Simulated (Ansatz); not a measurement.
Computed with Ansatz on PBE0-D4/def2-TZVP structures; ΔE is electronic, products minus reactants. CCSD(T)/CBS adds triple-zeta CCSD(T) − MP2 to the extrapolated MP2 energy (def2 sets, frozen cores). Functionals use def2-TZVPP.

`[SiH3]B1CN1` + `FC1=CC1Cl` → `[SiH3]C1=CC1Cl` + `FB1CN1`  (formal exchange of groups at the Si–B bond)

```csv
level,ΔE (kJ/mol),difference from CCSD(T)/CBS
PBE-D4,-206.8,27.9
PBE0-D4,-216.9,17.8
ωB97M-V,-230.3,4.4
B2PLYP,-232.9,1.8
PBE,-204.9,29.8
PBE0,-215.2,19.5
SCS-MP2/def2-TZVPP,-240.5,-5.8
CCSD/def2-TZVPP,-233.9,0.8
SCS-MP2/def2-QZVPP,-243.6,-8.9
CCSD/CBS(def2),-238.1,-3.4
CCSD(T)/CBS,-234.7,0
```

Largest T1 diagnostic among the species: 0.014.

From PBE to PBE0 (25 % exact exchange), in def2-TZVPP and without D4, ΔE moves by −10.3 kJ/mol. In def2-TZVPP, CCSD(T) changes the Hartree–Fock value by +17.5 kJ/mol (the triples alone add +3.4 kJ/mol) and MP2 by +4.5 kJ/mol.
